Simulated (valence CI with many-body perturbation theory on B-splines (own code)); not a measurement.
**Rb¹⁵⁺: what each term of the Hamiltonian does**

Computed by valence CI with perturbative core correlation (CI+MBPT): four valence electrons over a frozen Dirac-Fock core [Ar], radial functions for each j: 9 s, 9 p, 10 d, 8 f, 5 g, 3 h, 1 i, with the one-electron correlation potential Σ1 (screened to all orders), the two-electron term Σ2, the three-electron term Σ3, Breit, model QED; selected single and double excitations, second order for the rest (own B-spline code, finite nucleus).

No measured levels were compared; by estimate terms of the open shell hold to 2 to 4 % of their energy, and close levels can change places. Core correlation moves these levels by up to 8000 cm⁻¹, and in measured spectra 5 to 20 % of such shifts remained as error; rates that hang on mixing are uncertain with them. Only levels of the ground parity were solved; by the run's estimate the other parity begins above the list, which can be wrong where configurations are misplaced.

Each rung adds one term. CI alone is the Dirac-Coulomb CI over the frozen core; QED comes last and gives the full result, which names the levels. Energies are above 3d⁴ ⁵D_0 on the same rung, in eV.

Names give the largest LS component (configuration and term), which can be under half, so a name can repeat, a term be missing and a line seem to break the LS rules; names also repeat where a configuration has a term twice. Letters in brackets count levels of one name in rising energy.

```
       Level  CI alone
    3d⁴ ⁵D_1     0.384
    3d⁴ ⁵D_2     0.940
    3d⁴ ⁵D_3     1.563
    3d⁴ ⁵D_4     2.210
3d⁴ ³P_0 [a]     6.685
    3d⁴ ³H_4     7.450
3d⁴ ³P_1 [a]     8.223
    3d⁴ ³H_5     8.303
3d⁴ ³F_3 [a]     8.705
    3d⁴ ³H_6     8.852
3d⁴ ³F_2 [a]     8.890
3d⁴ ³F_4 [a]     9.355
3d⁴ ³P_2 [a]    10.095
    3d⁴ ³G_4    10.571
    3d⁴ ³G_3    10.522
    3d⁴ ³G_5    11.238
```

Question: What do these energies become with core correlation, Breit and QED?

Answer: 3d⁴ ⁵D_1 0.387 (+0.0028); 3d⁴ ⁵D_2 0.926 (-0.0139); 3d⁴ ⁵D_3 1.516 (-0.0465); 3d⁴ ⁵D_4 2.116 (-0.0935); 3d⁴ ³P_0 [a] 6.480 (-0.2043); 3d⁴ ³H_4 7.233 (-0.2164); 3d⁴ ³P_1 [a] 8.050 (-0.1733); 3d⁴ ³H_5 8.089 (-0.2144); 3d⁴ ³F_3 [a] 8.396 (-0.3096); 3d⁴ ³H_6 8.591 (-0.2613); 3d⁴ ³F_2 [a] 8.627 (-0.2625); 3d⁴ ³F_4 [a] 9.078 (-0.2772); 3d⁴ ³P_2 [a] 9.820 (-0.2742); 3d⁴ ³G_4 10.108 (-0.4634); 3d⁴ ³G_3 10.191 (-0.3312); 3d⁴ ³G_5 10.820 (-0.4185).

Question: How does the ionisation energy move along the ladder, and which term matters most?

Answer: CI alone 541.55, + Σ1 543.90, + Σ2 550.17, + Σ3 550.18, + Breit 550.06, + QED 550.08 eV. The largest step is Σ2, 6.27 eV. NIST lists 550 ± 3 eV (theoretical).
